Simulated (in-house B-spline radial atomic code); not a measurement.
Successive ionisation energies of samarium; each step leads to the configuration of the next row (after the last: [Ar] 3d10 4s2 4p1/2(2)). Dirac energy differences include first-order Breit, QED and recoil terms. NIST's values go from ground level to ground level; the uncertainty of those that are theory runs from under 0.1 % in few-electron ions to several per cent in heavy many-electron ones. Computed with an all-electron radial atomic-structure program (B-spline basis): Dirac-Hartree-Fock, jj configuration that fills j = l - 1/2 first, finite nuclei.

A number in brackets counts the electrons of a j subshell.

| ion | configuration | ionisation energy (eV) | tabulated value (eV) | tabulated kind | computed minus tabulated (eV) | highest orbital | largest mean radius (bohr) |
| --- | --- | --- | --- | --- | --- | --- | --- |
| Sm21+ | [Kr] 4d3/2(4) 4d5/2(1) | 655.6 | 658 | tabulated theory | -2.4 | 4d5/2 | 0.58927 |
| Sm22+ | [Kr] 4d3/2(4) | 702.1 | 702 | tabulated theory | 0.1 | 4d3/2 | 0.57645 |
| Sm23+ | [Kr] 4d3/2(3) | ? | ? | tabulated theory | ? | ? | ? |
| Sm24+ | [Kr] 4d3/2(2) | 781.3 | 782 | tabulated theory | -0.7 | 4d3/2 | 0.56355 |
| Sm25+ | [Kr] 4d3/2(1) | 821.8 | 822 | tabulated theory | -0.2 | 4d3/2 | 0.55753 |
| Sm26+ | [Ar] 3d10 4s2 4p6 | 975.8 | 976 | tabulated theory | -0.2 | 4p3/2 | 0.5527 |
| Sm27+ | [Ar] 3d10 4s2 4p1/2(2) 4p3/2(3) | 1017.4 | 1016 | tabulated theory | 1.4 | 4p3/2 | 0.54811 |
| Sm28+ | [Ar] 3d10 4s2 4p1/2(2) 4p3/2(2) | ? | ? | tabulated theory | ? | ? | ? |
| Sm29+ | [Ar] 3d10 4s2 4p1/2(2) 4p3/2(1) | 1102.1 | 1103 | tabulated theory | -0.9 | 4p3/2 | 0.53985 |

Q: Fill in the row of Sm23+.

A: ionisation energy (eV): 741.4; tabulated value (eV): 742; computed minus tabulated (eV): -0.6; highest orbital: 4d3/2; largest mean radius (bohr): 0.56972.

Q: Fill in the row of Sm28+.

A: ionisation energy (eV): 1059.5; tabulated value (eV): 1060; computed minus tabulated (eV): -0.5; highest orbital: 4p3/2; largest mean radius (bohr): 0.54394.
